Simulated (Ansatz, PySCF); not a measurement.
System: CH₂I, net charge 1, singlet state. 
Geometry from a B3LYP-D3(BJ)/def2-TZVP (Ansatz, a quantum-chemistry and plane-wave program) optimisation:
```xyz
4

C     -1.6732    -0.0055    -0.0432
I      0.2730     0.0009     0.0070
H     -2.2165     0.9336    -0.0844
H     -2.2117    -0.9483    -0.0298
```
Charge +1, spin multiplicity 1.

Total electronic energies in hartree. Valence correlation only, unless marked. No spin-orbit coupling. Frozen are the shells of the preceding noble gas and the d and f shells that filled before the atom's block. Past Kr the def2 sets carry scalar-relativistic core potentials. CBS marks a two-point X^-3 extrapolation of the correlation energy; Hartree-Fock from the larger set. The bracket is a focal-point correction in the basis named.

The Hartree-Fock reference is unstable (checked in the largest basis), which strains HF and MP2. The T1 diagnostic of CCSD in the largest basis is 0.038, which is high, so the coupled-cluster rows are less sure than usual.

```tsv
level	program	energy (Eh)
HF/def2-SVP	Ansatz	-335.29160
BP86/def2-TZVPD	PySCF	-336.79450
PBE0/def2-QZVPP	Ansatz	-336.62202
PW6B95-D4/def2-TZVPD	PySCF + dftd4	-336.89352
PW6B95/def2-TZVPD	PySCF	-336.89194
B2GP-PLYP/def2-TZVPD	Ansatz	-336.25894
B2PLYP/def2-TZVPD	Ansatz	-336.34643
RPA@PBE/def2-QZVPP	Ansatz	-335.89322
RI-MP2/def2-TZVPPD	Ansatz	-335.64241
RI-MP2/CBS(def2-TZVPP,def2-QZVPP)	Ansatz	-335.6902
CCSD/def2-SVP	Ansatz	-335.54421
CCSD(T)/def2-TZVPP	Ansatz	-335.68597
RI-MP2/CBS(def2-TZVPP,def2-QZVPP)+[CCSD(T)-MP2]/def2-QZVPP	Ansatz	-335.7333
CCSD(T)/CBS(def2-TZVPP,def2-QZVPP)	Ansatz	-335.7321
CCSD(T)/CBS(def2-TZVPPD,def2-QZVPPD)	Ansatz	-335.7315
```

Totals of different functionals don't rank their quality; only differences between species are comparable.
